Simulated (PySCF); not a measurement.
Method: PBE0-D4/def2-TZVP (PySCF). Gas-phase values, no solvent. One relaxed conformer stands for a flexible species; it need not be the lowest. 

Reference species (SMILES): `C([SiH2]Cl)#C` (neutral, multiplicity 1).

```yaml
HOMO: -8.55 eV
HOMO–LUMO gap: 7.74 eV
```

Changed species: `Cl[SiH2]S` (H–S–Si–Cl torsion 70°) (X = mercapto; the reference has X = ethynyl).

Predict the effect on the HOMO and HOMO–LUMO gap.

the HOMO rises by 0.63 eV, to -7.92 eV; the HOMO–LUMO gap increases by 0.19 eV, to 7.93 eV.
